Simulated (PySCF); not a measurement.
Job file and geometry (Å, from PBE0-D3(BJ)/def2-SVP) of a spin–spin coupling run on SMILES C=Cc1cccc(F)c1F, C$_{8}$H$_{6}$F$_{2}$, B3LYP/pcJ-1 indirect spin-spin coupling, non-relativistic, gas phase in PySCF; density fitting, a coarse starting grid and PySCF grid level 2 are the driver's defaults:

```
{"job": {"kind": "j", "xc": "B3LYP", "basis": "pcJ-1"}, "charge": 0, "multiplicity": 1}
C      2.981760     0.233100     0.159283
C      1.896310    -0.545503     0.235267
C      0.500162    -0.099457     0.184190
C      0.109134     1.245927     0.067900
C     -1.229642     1.608665     0.021006
C     -2.229398     0.636173     0.088159
C     -1.862553    -0.694428     0.203433
F     -2.781900    -1.649179     0.268318
C     -0.516750    -1.058236     0.252474
F     -0.218335    -2.349378     0.365051
H      2.923733     1.319213     0.047103
H      3.982404    -0.201887     0.206712
H      2.032023    -1.624858     0.343825
H      0.877635     2.018687     0.014820
H     -1.506948     2.660797    -0.068955
H     -3.290600     0.888767     0.053089
```

Q: Write the output of this run.

A: 
```
coarse grid: 14584 points
cycle   1  E = -507.9504214749  dE =  1.613e+00  |g| = 7.080e-01  |ddm| = 3.993e+00
cycle   2  E = -507.8213294465  dE =  1.291e-01  |g| = 1.085e+00  |ddm| = 1.378e+00
cycle   3  E = -508.0374458730  dE = -2.161e-01  |g| = 1.463e-01  |ddm| = 8.869e-01
cycle   4  E = -508.0422617824  dE = -4.816e-03  |g| = 6.749e-02  |ddm| = 2.046e-01
cycle   5  E = -508.0433499614  dE = -1.088e-03  |g| = 2.413e-02  |ddm| = 7.385e-02
cycle   6  E = -508.0434724207  dE = -1.225e-04  |g| = 4.567e-03  |ddm| = 2.020e-02
cycle   7  E = -508.0434763607  dE = -3.940e-06  |g| = 2.014e-03  |ddm| = 4.421e-03
final grid: 145104 points
cycle   8  E = -508.1281521285  dE = -2.075e-04  |g| = 7.446e-03  |ddm| = 4.237e-02
cycle   9  E = -508.1281369424  dE =  1.519e-05  |g| = 1.122e-02  |ddm| = 1.347e-02
cycle  10  E = -508.1281626347  dE = -2.569e-05  |g| = 1.527e-03  |ddm| = 8.993e-03
cycle  11  E = -508.1281630379  dE = -4.032e-07  |g| = 8.573e-04  |ddm| = 2.062e-03
cycle  12  E = -508.1281632224  dE = -1.845e-07  |g| = 2.954e-04  |ddm| = 9.592e-04
cycle  13  E = -508.1281632396  dE = -1.727e-08  |g| = 2.686e-05  |ddm| = 2.388e-04
cycle  14  E = -508.1281632397  dE = -9.140e-11  |g| = 1.916e-05  |ddm| = 4.184e-05
converged SCF energy = -508.1281632397

Indirect spin-spin couplings (Hz)
  i      j    bonds     total        FC       PSO       DSO        SD
  0 C    7 F    5     -2.048    -0.193     0.027    -0.217    -1.665
  0 C    9 F    4      4.838     2.486    -0.474    -0.198     3.024
  0 C   10 H    1    163.843   162.842     0.402     0.599         -
  0 C   11 H    1    173.634   172.708     0.387     0.538         -
  0 C   12 H    2     -0.809     0.857    -1.224    -0.441         -
  0 C   13 H    4     -0.467    -0.358    -0.361     0.251         -
  0 C   14 H    5      0.180     0.205     0.144    -0.169         -
  0 C   15 H    6     -0.572    -0.521     0.186    -0.236         -
  1 C    7 F    4      4.125     2.928     0.362    -0.228     1.063
  1 C    9 F    3      8.373    11.973    -2.296     0.152    -1.455
  1 C   10 H    2     -2.813    -1.002    -1.372    -0.439         -
  1 C   11 H    2      0.610     2.363    -1.308    -0.445         -
  1 C   12 H    1    166.007   164.917     0.141     0.948         -
  1 C   13 H    3      4.443     4.655    -0.279     0.067         -
  1 C   14 H    4      0.442     0.457     0.261    -0.277         -
  1 C   15 H    5      0.534     0.560     0.271    -0.297         -
  2 C    7 F    3     -0.972    -0.242     1.498    -0.297    -1.931
  2 C    9 F    2      4.292    17.994   -18.237    -0.015     4.550
  2 C   10 H    3      6.708     6.861    -0.247     0.093         -
  2 C   11 H    3     12.402    12.496     0.273    -0.366         -
  2 C   12 H    2      2.527     2.948    -0.411    -0.009         -
  2 C   13 H    2      1.309     2.447    -1.021    -0.117         -
  2 C   14 H    3      9.323     9.436     0.287    -0.401         -
  2 C   15 H    4     -1.606    -1.542     0.293    -0.357         -
  3 C    7 F    4      6.710     0.714    -0.252    -0.290     6.538
  3 C    9 F    3     -1.229     1.290     0.143    -0.314    -2.348
  3 C   10 H    4     -0.489    -0.445    -0.359     0.315         -
  3 C   11 H    4     -0.362    -0.400     0.303    -0.265         -
  3 C   12 H    3      5.829     5.881     0.339    -0.391         -
  3 C   13 H    1    168.148   166.922     0.252     0.973         -
  3 C   14 H    2      1.582     2.845    -0.968    -0.294         -
  3 C   15 H    3      9.584     9.714     0.328    -0.457         -
  4 C    7 F    3      3.601     6.059     0.304    -0.329    -2.433
  4 C    9 F    4      7.659     1.260     0.499    -0.295     6.195
  4 C   10 H    5      0.459     0.452     0.071    -0.064         -
  4 C   11 H    5      0.450     0.472     0.225    -0.247         -
  4 C   12 H    4      0.542     0.563     0.288    -0.309         -
  4 C   13 H    2      0.591     1.860    -0.996    -0.273         -
  4 C   14 H    1    171.040   169.897     0.276     0.867         -
  4 C   15 H    2     -0.324     0.789    -0.799    -0.314         -
  5 C    7 F    2     14.893    27.006   -17.102    -0.120     5.109
  5 C    9 F    3     -0.853    -0.027     1.773    -0.340    -2.259
  5 C   10 H    6     -0.543    -0.504     0.103    -0.142         -
  5 C   11 H    6     -0.604    -0.548     0.167    -0.224         -
  5 C   12 H    5      0.344     0.394     0.210    -0.260         -
  5 C   13 H    3      9.941    10.069     0.316    -0.444         -
  5 C   14 H    2      1.940     3.066    -0.854    -0.272         -
  5 C   15 H    1    171.716   170.474     0.278     0.964         -
  6 C    7 F    1   -314.581  -310.275    -9.032     1.003     3.723
  6 C    9 F    2     10.957    23.913   -17.803     0.042     4.805
  6 C   10 H    5      0.673     0.704     0.109    -0.141         -
  6 C   11 H    5      1.242     1.260     0.185    -0.203         -
  6 C   12 H    4     -0.546    -0.560     0.207    -0.193         -
  6 C   13 H    4     -1.961    -1.929     0.273    -0.305         -
  6 C   14 H    3     11.819    11.889     0.296    -0.367         -
  6 C   15 H    2     -5.084    -3.925    -1.059    -0.099         -
  7 F    8 C    2     10.911    24.211   -18.316     0.029     4.986
  7 F    9 F    3    -10.723    -0.690   -25.638     0.159    15.446
  7 F   10 H    6      0.259     0.410     0.659    -0.779    -0.031
  7 F   11 H    6      0.793     0.875     0.711    -0.759    -0.034
  7 F   12 H    5     -0.236    -0.337     0.938    -0.806    -0.032
  7 F   13 H    5     -1.819    -1.224     0.920    -1.383    -0.131
  7 F   14 H    4      4.326     4.585     1.242    -1.347    -0.155
  7 F   15 H    3     10.208    13.709    -2.725    -0.018    -0.757
  8 C    9 F    1   -316.198  -311.373    -9.079     1.060     3.194
  8 C   10 H    4     -0.980    -1.079     0.278    -0.179         -
  8 C   11 H    4     -0.479    -0.595     0.339    -0.223         -
  8 C   12 H    3      4.339     4.557    -0.441     0.223         -
  8 C   13 H    3     11.318    11.385     0.273    -0.340         -
  8 C   14 H    4     -2.003    -1.958     0.264    -0.308         -
  8 C   15 H    3      7.909     7.936     0.348    -0.375         -
  9 F   11 H    5     -1.139    -0.840     0.356    -0.562    -0.092
  9 F   12 H    4      2.234     2.680    -1.967     1.704    -0.184
  9 F   13 H    4      5.303     5.865     1.019    -1.398    -0.182
  9 F   14 H    5     -2.017    -1.436     0.957    -1.399    -0.139
  9 F   15 H    4      7.765     7.897     1.560    -1.481    -0.211
 10 H   11 H    2      0.875     0.616     3.588    -3.329         -
 10 H   12 H    3     19.366    19.839     2.527    -3.001         -
 10 H   15 H    7      0.348     0.412     0.688    -0.753         -
 11 H   12 H    3     12.782    13.171    -0.059    -0.330         -
 11 H   13 H    5      0.173     0.242     0.811    -0.880         -
 11 H   14 H    6     -0.152    -0.090     0.820    -0.882         -
 11 H   15 H    7      0.368     0.450     0.829    -0.910         -
 12 H   13 H    4     -0.650    -0.546     1.480    -1.583         -
 12 H   14 H    5      0.685     0.767     1.220    -1.302         -
 12 H   15 H    6     -0.320    -0.233     1.101    -1.188         -
 13 H   14 H    3      9.037     9.267    -0.016    -0.214         -
 13 H   15 H    4      1.199     1.298     1.609    -1.708         -
 14 H   15 H    3      9.106     9.310     0.157    -0.361         -
```

Size and cost of the density-fitted run: 330 basis functions, 93 s wall time on 1 thread of an Arm Neoverse V1, shared host.
